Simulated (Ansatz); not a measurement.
Born–Oppenheimer molecular dynamics of AlFH₂O₂ (6 atoms, charge 0, multiplicity 1). It starts from a relaxed structure.

These are results of Ansatz 0.2.0, RKS B3LYP-D4/def2-SVP, not measurements.

```yaml
ensemble: NVT, Nosé–Hoover chain
time_step: 1 fs
steps_asked: 166
set_temperature: 700 K
thermostat: time constant 20 fs, chain length 3
seed: 437401
```

First frame:

```xyz
6
Properties=species:S:1:pos:R:3
Al -0.025 -0.285 -0.131
F 0.073 -0.145 1.524
O 1.370 -0.390 -1.077
H 2.271 -0.376 -0.744
O -1.521 -0.327 -0.911
H -2.377 -0.276 -0.478
```

Task: How far do the bonds stretch over the last three quarters of this one trajectory? (Pairs bonded in most of those frames.)

Result: 
```tsv
bond	mean (Å)	spread (Å)	shortest	longest
Al1–F2	1.667	0.026	1.62	1.72
Al1–O3	1.701	0.052	1.60	1.81
Al1–O5	1.692	0.023	1.65	1.74
O3–H4	0.972	0.034	0.91	1.04
O5–H6	0.969	0.044	0.90	1.04
```

Mean temperature of the second half: 697 K. The conserved energy wandered by up to 5.3 meV per atom (net 5.3 meV per atom), which is poor conservation. A run of 0.17 ps of so small a system gives no equilibrium averages.

Time of the run: 4.8 min on 1 thread of Arm Neoverse V2, with other jobs on the host, peak memory 0.12 GiB.
